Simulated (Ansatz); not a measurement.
PBE exchange is replaced step by step with exact exchange (0 % is PBE, 25 % PBE0; no dispersion term), basis def2-TZVP, Ansatz. System: the cluster GeSe2. Charge 0, multiplicity 1. Geometry: r2SCAN-D4/def2-TZVP, each spin state at its own.

The relaxed quintet has other bonds than the singlet, so its gap is one between isomers.

Geometry of the singlet:

```xyz
3

Ge    0.6116    0.9092    0.7731
Se    0.5422   -1.2757   -0.0920
Se   -1.1537    0.3665   -0.6811
```

The structure comes from a short search, and lower isomers may exist.

```json
{"exact exchange (%)": "0", "HOMO (eV)": "-5.12", "LUMO (eV)": "-3.48", "gap (eV)": "1.64", "triplet − singlet (kJ/mol)": "123.4", "quintet − singlet (kJ/mol)": "327.1"}
{"exact exchange (%)": "5", "HOMO (eV)": "-5.32", "LUMO (eV)": "-3.34", "gap (eV)": "1.98", "triplet − singlet (kJ/mol)": "122.6", "quintet − singlet (kJ/mol)": "328.8"}
{"exact exchange (%)": "10", "HOMO (eV)": "-5.53", "LUMO (eV)": "-3.21", "gap (eV)": "2.32", "triplet − singlet (kJ/mol)": "122.0", "quintet − singlet (kJ/mol)": "330.5"}
{"exact exchange (%)": "25", "HOMO (eV)": "-6.16", "LUMO (eV)": "-2.80", "gap (eV)": "3.36", "triplet − singlet (kJ/mol)": "120.5", "quintet − singlet (kJ/mol)": "335.7"}
{"exact exchange (%)": "35", "HOMO (eV)": "-6.58", "LUMO (eV)": "-2.52", "gap (eV)": "4.06", "triplet − singlet (kJ/mol)": "120.1", "quintet − singlet (kJ/mol)": "339.4"}
{"exact exchange (%)": "50", "HOMO (eV)": "-7.23", "LUMO (eV)": "-2.10", "gap (eV)": "5.14", "triplet − singlet (kJ/mol)": "119.3", "quintet − singlet (kJ/mol)": "343.1"}
```

Problem. Estimate the row for 15 %.

Solution. 
| exact exchange (%) | HOMO (eV) | LUMO (eV) | gap (eV) | triplet − singlet (kJ/mol) | quintet − singlet (kJ/mol) |
| --- | --- | --- | --- | --- | --- |
| 15 | -5.74 | -3.07 | 2.66 | 121.4 | 332.2 |
